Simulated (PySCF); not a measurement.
Bonds: Si1-O2, Si1-O4, Si1-O6, Si1-O8, O2-C3, O4-C5, O6-C7, O8-Si9. C3 carries H10, H11, H12; C5 carries H13, H14, H15; C7 carries H16, H17, H18; Si9 carries H19, H20, H21.

Geometry: PBE0-D3(BJ)/def2-SVP; GIAO shifts from PySCF 2.14.0 with density-fitted response routines, gas phase, non-relativistic, averaged over equivalent atoms.

At PBE0/pcSseg-1 (227 basis functions):
| atoms | δ (ppm) |
| --- | --- |
| Si9 | -39.8 |
| Si1 | -85.3 |
| O8 | 29.6 |
| O2/O4/O6 | 22.5 |
| C3/C5/C7 | 51.9 |
| H19/H20/H21 | 5.09 |
| H10/H11/H12/H13/H14/H15/H16/H17/H18 | 3.57 |

Referencing at the same level of theory: 29Si (351.99 ppm), 13C (184.41 ppm), 1H (31.27 ppm) against TMS; H2O for 17O (334.56 ppm).

Question: Predict the values at KT2/pcSseg-1 on the same geometry.

Answer: 
| atoms | δ at KT2/pcSseg-1 | change |
| --- | --- | --- |
| Si9 | -38.3 | +1.5 |
| Si1 | -83.3 | +2.0 |
| O8 | 31.9 | +2.3 |
| O2/O4/O6 | 31.8 | +9.3 |
| C3/C5/C7 | 53.3 | +1.4 |
| H19/H20/H21 | 5.27 | +0.18 |
| H10/H11/H12/H13/H14/H15/H16/H17/H18 | 3.68 | +0.11 |

Chemical shifts δ = σref − σ; TMS for 29Si (σref 361.05) and 13C (σref 183.22) and 1H (σref 31.18); 17O (σref 330.66) against H2O, all at this level.

The largest change is at O2/O4/O6 (oxygen bonded to C, Si). Cost: 227 basis functions.

Experimental scales use liquid or dissolved standards, which lie at an offset from isolated H2O (liquid H2O: subtract about 36 ppm).
